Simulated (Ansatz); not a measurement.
`B[CH](Cl)[Zn][F]` and `[F][Zn][CH2]Cl` differ in one atom or group.

Ansatz, PBE0-D4/def2-TZVP geometries, multiplicity 1. Each molecule was computed in one conformer, which needn't be the lowest.

Scalar relativity is left out up to krypton.

| property | `B[CH](Cl)[Zn][F]` |
| --- | --- |
| LUMO energy (PBE0/def2-TZVPP) / eV | -1.91 |
| HOMO energy (ωB97M-V/def2-TZVPP) / eV | -10.24 |
| HOMO–LUMO gap (PBE0/def2-TZVPP) / eV | 6.20 |
| HOMO–LUMO gap (PBE/def2-TZVPP) / eV | 4.22 |
| HOMO–LUMO gap (B3LYP/def2-TZVPP) / eV | 5.79 |
| HOMO energy (PBE/def2-TZVPP) / eV | -6.98 |

(1) What does the change do to each property? (Estimate.)

Answers

(1) Computed: 
```
                             property  `[F][Zn][CH2]Cl`  shift
   LUMO energy (PBE0/def2-TZVPP) / eV             -1.04   0.87
HOMO energy (ωB97M-V/def2-TZVPP) / eV            -10.16   0.08
 HOMO–LUMO gap (PBE0/def2-TZVPP) / eV              6.92   0.72
  HOMO–LUMO gap (PBE/def2-TZVPP) / eV              4.82   0.60
HOMO–LUMO gap (B3LYP/def2-TZVPP) / eV              6.38   0.59
    HOMO energy (PBE/def2-TZVPP) / eV             -6.73   0.25
```

With PBE0 the HOMO rises by 0.15 eV and the LUMO rises by 0.87 eV, so the gap widens by about 0.72 eV. PBE moves the HOMO by 0.25 eV and ωB97M-V by 0.08 eV.

B3LYP here is the variant with VWN-RPA as its local correlation; programs differ in this.
